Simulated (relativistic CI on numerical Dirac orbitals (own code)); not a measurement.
Pt⁶⁵⁺: q coefficients and field-shift factors

Computed by Dirac-Coulomb-Breit CI, orbitals from a KLI potential per configuration, derivatives by finite differences, unscaled Slater integrals, QED left out (own radial code, finite nucleus).

Configuration list (outside the closed core [Ne]): 3s2.3p, 3s2.3d, 3s.3p2, 3p3, 3s.3p.3d, 3p.3d2, 3s.3d2, 3p2.3d. Levels of other configurations are missing.

With x = (α/α₀)² − 1 an excitation energy changes as ω = ω₀ + qx; K = 2q/ω₀ is the relative enhancement. Terms are leading LS components, so labels can repeat. The field-shift factor is F = δν/δ⟨r²⟩ for the transition from the lowest level.

Lowest level 3s2.3p 2P°_1/2.

```
           Level  ω₀ (cm⁻¹)   q (cm⁻¹)      K  F (GHz/fm²)
   3s.3p2 4P_1/2    1521673     437700  0.575       -11100
  3s2.3p 2P°_3/2    3773014  4.737e+06   2.51         -973
   3s.3p2 4P_3/2    5023575  5.123e+06   2.04       -11800
   3s.3p2 2D_5/2    5184788   5.14e+06   1.98       -11700
   3s.3p2 2D_3/2    5355417  5.075e+06    1.9        -9420
   3s.3p2 2P_1/2    5457795  5.156e+06   1.89       -12000
   3s2.3d 2D_3/2    5822604   4.96e+06    1.7        -3590
   3s2.3d 2D_5/2    6571063  5.739e+06   1.75        -1120
3s.3p.3d 4F°_3/2    6815394  5.324e+06   1.56       -15200
3s.3p.3d 4F°_3/2    6931868  5.414e+06   1.56       -17500
3s.3p.3d 4F°_5/2    7010133  5.249e+06    1.5       -11900
3s.3p.3d 4D°_1/2    7246899  5.297e+06   1.46       -11800
3s.3p.3d 4D°_3/2    7318464  5.382e+06   1.47       -13300
```

At this charge energies of transitions that change n are usually good to better than 1 %, and those within a shell (Δn = 0) to a few per cent.
